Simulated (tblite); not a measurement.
Parent: `[CH3:1][O:2]/[C:3]([C:4]#[N:5])=[CH:6]/[SiH2:7][CH3:8]` with C1–O2–C3–C4 180°, C3–C6–Si7–C8 169°, C5H9NOSi.

Computed geometry: GFN2-xTB, gas phase. One conformer each, not checked by frequencies here.

```json
{"coordinate of the parent": "C1–O2", "value": "1.406 Å"}
{"coordinate of the parent": "O2–C3", "value": "1.363 Å"}
{"coordinate of the parent": "C3–C4", "value": "1.423 Å"}
{"coordinate of the parent": "C4≡N5", "value": "1.145 Å"}
{"coordinate of the parent": "C3=C6", "value": "1.340 Å"}
{"coordinate of the parent": "C6–Si7", "value": "1.882 Å"}
{"coordinate of the parent": "Si7–C8", "value": "1.898 Å"}
{"coordinate of the parent": "C1–O2–C3", "value": "117.6°"}
{"coordinate of the parent": "O2–C3–C4", "value": "112.1°"}
{"coordinate of the parent": "O2–C3–C6", "value": "128.4°"}
{"coordinate of the parent": "C4–C3–C6", "value": "119.5°"}
{"coordinate of the parent": "C3–C4–N5", "value": "178.8°"}
{"coordinate of the parent": "C3–C6–Si7", "value": "123.6°"}
{"coordinate of the parent": "C6–Si7–C8", "value": "105.7°"}
```

Task: How does the shared frame change in `[CH3:1][NH:2][Si@@H:3]([CH3:4])/[CH:5]=[C:6](\[C:7]#[N:8])[O:9][CH3:10]` with C1–N2–Si3–C4 59°, N2–Si3–C5–C6 -59°, C5–C6–O9–C10 0°, C6H12N2OSi? Atoms pair as C1 = C10, O2 = O9, C3 = C6, C4 = C7, N5 = N8, C6 = C5, Si7 = Si3, C8 = C4 (parent first).

Result: 
```tsv
parent	relative	value in the relative	change
C1–O2	C10–O9	1.405 Å	-0.001
O2–C3	O9–C6	1.367 Å	+0.004
C3–C4	C6–C7	1.422 Å	-0.001
C4≡N5	C7≡N8	1.146 Å	+0.001
C3=C6	C6=C5	1.338 Å	-0.002
C6–Si7	C5–Si3	1.883 Å	+0.001
Si7–C8	Si3–C4	1.907 Å	+0.009
C1–O2–C3	C10–O9–C6	117.5°	-0.1
O2–C3–C4	O9–C6–C7	111.7°	-0.4
O2–C3–C6	O9–C6–C5	128.5°	+0.1
C4–C3–C6	C7–C6–C5	119.8°	+0.3
C3–C4–N5	C6–C7–N8	178.8°	0.0
C3–C6–Si7	C6–C5–Si3	125.0°	+1.4
C6–Si7–C8	C5–Si3–C4	109.4°	+3.7
```

Of the parent's bonds, Si7–C8 changes most (+0.009 Å). Bonds of the relative outside the shared frame: C1–N2 1.446, N2–Si3 1.722 Å. Point group C1 → C1.

Task: How does the shared frame change in `[CH3:1][O:2]/[C:3]([C:4]#[N:5])=[CH:6]\[SiH3:7]` with C1–O2–C3–C4 0°, C4H7NOSi? Atoms pair as C1 = C1, O2 = O2, C3 = C3, C4 = C4, N5 = N5, C6 = C6, Si7 = Si7 (parent first).

Result: 
| parent | relative | value in the relative | change |
| --- | --- | --- | --- |
| C1–O2 | C1–O2 | 1.409 Å | +0.003 |
| O2–C3 | O2–C3 | 1.362 Å | -0.001 |
| C3–C4 | C3–C4 | 1.419 Å | -0.004 |
| C4≡N5 | C4≡N5 | 1.148 Å | +0.003 |
| C3=C6 | C3=C6 | 1.341 Å | +0.001 |
| C6–Si7 | C6–Si7 | 1.879 Å | -0.003 |
| C1–O2–C3 | C1–O2–C3 | 117.2° | -0.4 |
| O2–C3–C4 | O2–C3–C4 | 119.8° | +7.7 |
| O2–C3–C6 | O2–C3–C6 | 119.7° | -8.7 |
| C4–C3–C6 | C4–C3–C6 | 120.5° | +1.0 |
| C3–C4–N5 | C3–C4–N5 | 178.1° | -0.7 |
| C3–C6–Si7 | C3–C6–Si7 | 119.6° | -4.0 |

No shared bond changes by more than 0.004 Å. Point group C1 → Cs.
